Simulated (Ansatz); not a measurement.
Si$_{2}$H$_{6}$ ··· SiCl$_{4}$

The pair of Si$_{2}$H$_{6}$ (SMILES [SiH3][SiH3], atoms 1–8) and SiCl$_{4}$ (SMILES Cl[Si](Cl)(Cl)Cl, atoms 9–13), both closed shells, in one local arrangement (a lower one may exist), relaxed at PBE0-D4/def2-TZVP:

```csv
atom,x (Å),y (Å),z (Å)
Si1,-1.1919,0.3869,-1.8202
Si2,1.0238,-0.3362,-1.6166
H3,-2.0548,-0.2214,-0.7744
H4,-1.2636,1.8681,-1.7001
H5,-1.7187,-0.0042,-3.1561
H6,1.0866,-1.8223,-1.6147
H7,1.6414,0.1686,-0.3621
H8,1.8198,0.1703,-2.7676
Cl9,-0.5998,1.5804,1.8016
Si10,0.1333,-0.0418,2.7616
Cl11,-0.6595,-0.1355,4.6182
Cl12,-0.3605,-1.7147,1.7379
Cl13,2.1440,0.1016,2.8924
```

Computed with Ansatz 0.2.0 (basis: def2-TZVPPD, with def2-QZVPPD for the basis limit); correlated methods freeze the cores. B3LYP uses VWN-RPA correlation. Extrapolation: Hartree–Fock as exp(−7.88 √X), correlation as X^−2.97. Interaction energies count from these two fragments, frozen as in the pair, with the counterpoise correction; negative means bound.

What is the interaction energy by CCSD(T) at an estimated basis limit (MP2 extrapolated from triple and quadruple zeta, plus CCSD(T) − MP2 in triple zeta)? (An estimate is asked for; the value comes from the calculation.)

Computed: -2.56 kcal/mol. Hartree–Fock alone gives 2.18 kcal/mol at the basis limit, so without correlation the pair would not bind at this distance. It counts from the two fragments frozen as in the pair.

The same quantity by other methods in triple zeta, and each one's difference from that estimate:
```json
{"method": "PBE-D4", "E_int (kcal/mol)": "-2.90", "difference": "-0.35"}
{"method": "revPBE-D4", "E_int (kcal/mol)": "-2.43", "difference": "0.13"}
{"method": "BLYP-D4", "E_int (kcal/mol)": "-2.81", "difference": "-0.25"}
{"method": "r2SCAN-D4", "E_int (kcal/mol)": "-2.27", "difference": "0.29"}
{"method": "B97M-V", "E_int (kcal/mol)": "-2.56", "difference": "0.00"}
{"method": "PBE0-D4", "E_int (kcal/mol)": "-2.88", "difference": "-0.32"}
{"method": "B3LYP-D4", "E_int (kcal/mol)": "-3.02", "difference": "-0.46"}
{"method": "HSE06-D4", "E_int (kcal/mol)": "-2.84", "difference": "-0.28"}
{"method": "wB97X-V", "E_int (kcal/mol)": "-2.71", "difference": "-0.15"}
{"method": "wB97M-V", "E_int (kcal/mol)": "-2.82", "difference": "-0.26"}
{"method": "B2PLYP", "E_int (kcal/mol)": "0.05", "difference": "2.61"}
{"method": "HF", "E_int (kcal/mol)": "2.19", "difference": "4.75"}
{"method": "MP2", "E_int (kcal/mol)": "-2.39", "difference": "0.17"}
{"method": "CCSD", "E_int (kcal/mol)": "-1.31", "difference": "1.25"}
{"method": "CCSD(T)", "E_int (kcal/mol)": "-1.95", "difference": "0.61"}
```
Differences are method less estimate.

Which atoms make the shortest contact between the fragments?

H7 and Cl13, 3.29 Å apart.

Basis-set superposition shift (counterpoise-corrected less uncorrected): CCSD(T) 1.10; MP2 1.05; HF 0.20; PBE0-D4 0.19; wB97M-V 0.17 kcal/mol.

The T1 diagnostic stays at or below 0.013.

For scale, one of the runs: CCSD(T)/def2-TZVPPD, 450 basis functions (an equivalent command: `ansatz run in.yaml --threads 2 --backend cuda`). Time: 29 s of wall clock on 2 CPU threads and a share of one NVIDIA H100; the host was shared. Peak host memory: 2.1 GiB.
